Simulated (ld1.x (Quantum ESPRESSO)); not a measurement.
silicon (Si), PAW: configuration errors across variants

```json
{"Element": "silicon (Si)", "Generator": "ld1.x (Quantum ESPRESSO) 7.5", "Type": "PAW", "Functional": "LDA (PZ)", "Relativity": "scalar-relativistic", "Frozen core": "[He]", "Valence charge": "12", "Reference configuration": "2s2 2p6 3s2 3p2", "Partial waves": "2s (bound): rcut 1.20, rcutus 1.25 bohr; 3s (bound): rcut 1.20, rcutus 1.25 bohr; 2p (bound): rcut 0.95, rcutus 1.25 bohr; 3p (bound): rcut 0.95, rcutus 1.25 bohr", "Local potential": "all-electron potential smoothed inside 1.05 bohr (lloc = -1)", "Core correction": "a·sin(br)/r model core, default radius (ld1.x builds one for every PAW set, though the input has nlcc=.false.)", "Augmentation charge": "PSQ, inside the norm-conserving radii"}
```

All-electron excitation energies from the reference (eV): (1) 2s2 2p6 3s2 3p1 7.829; (2) 2s2 2p6 3s2 3p0 23.943; (3) 2s2 2p6 3s1 3p0 58.088.

The overlap operator is not positive definite (basis up to 400 Ry) in “base”, “all radii but the core radius scaled by about 0.75 (s 0.94, p 0.94 bohr, rcut 0.90/0.72); local potential all-electron potential smoothed inside 0.78 bohr (lloc = -1)”, “all radii but the core radius scaled by about 0.82 (s 1.02, p 1.02 bohr, rcut 0.98/0.78); local potential all-electron potential smoothed inside 0.86 bohr (lloc = -1)”, “all radii but the core radius scaled by about 0.96 (s 1.20, p 1.20 bohr, rcut 1.16/0.92); local potential all-electron potential smoothed inside 1.02 bohr (lloc = -1)”. Such files are unfit for use, however small their errors in these radial tests.

5 further variants failed, have other tests or too few solved ones, and are left out.

Errors AE − PS in meV (a dash: test not solved or not reliable):

| change | (1) | (2) | (3) | bound ghosts |
| --- | --- | --- | --- | --- |
| base | +0.1 | +4.5 | +63 | not determined (overlap not positive) |
| all radii but the core radius scaled by about 0.75 (s 0.94, p 0.94 bohr, rcut 0.90/0.72); local potential all-electron potential smoothed inside 0.78 bohr (lloc = -1) | -0.1 | -0.4 | -1.3 | not determined (overlap not positive) |
| all radii but the core radius scaled by about 0.82 (s 1.02, p 1.02 bohr, rcut 0.98/0.78); local potential all-electron potential smoothed inside 0.86 bohr (lloc = -1) | +1.3 | +14 | +12 | not determined (overlap not positive) |
| all radii but the core radius scaled by about 0.96 (s 1.20, p 1.20 bohr, rcut 1.16/0.92); local potential all-electron potential smoothed inside 1.02 bohr (lloc = -1) | +1.3 | +23 | +271 | not determined (overlap not positive) |

(1) Give the same row for: all radii but the core radius scaled by about 0.90 (s 1.12, p 1.12 bohr, rcut 1.08/0.86); local potential all-electron potential smoothed inside 0.94 bohr (lloc = -1).

Answers

(1) -1.5, -12, +29; bound ghosts: not determined (overlap not positive). Its overlap operator is not positive definite in a basis up to 400 Ry (lowest eigenvalue s -3.11), so the file is unfit for use: the generalised eigenproblem breaks down once the basis is large enough, and its test numbers describe a broken file.
